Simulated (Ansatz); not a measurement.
Basis-set series for `[SiH3][SnH]([Cl])[I]`. The species carries charge 0 and has multiplicity 1. Sn, I takes the def2 core potential. Geometry: relaxed with PBE0-D4/def2-TZVP.

```
functional       basis  functions  energy (Eh)  HOMO (eV)  LUMO (eV)
   PBE0-D4  def2-TZVPP        240  -1263.97275      -7.62      -1.83
   PBE0-D4  def2-QZVPP        424  -1263.99946      -7.64      -1.86
   ωB97M-V  def2-TZVPP        240  -1264.09908      -9.67      -0.04
   ωB97M-V  def2-QZVPP        424  -1264.12458      -9.69      -0.13
```

Task: Give the rows for def2-SVP. (Estimate.)

Result: Ansatz gave: 
```json
{"functional": "PBE0-D4", "basis": "def2-SVP", "functions": "108", "energy (Eh)": "-1263.69227", "HOMO (eV)": "-7.56", "LUMO (eV)": "-1.71"}
{"functional": "ωB97M-V", "basis": "def2-SVP", "functions": "108", "energy (Eh)": "-1263.81683", "HOMO (eV)": "-9.57", "LUMO (eV)": "0.18"}
```
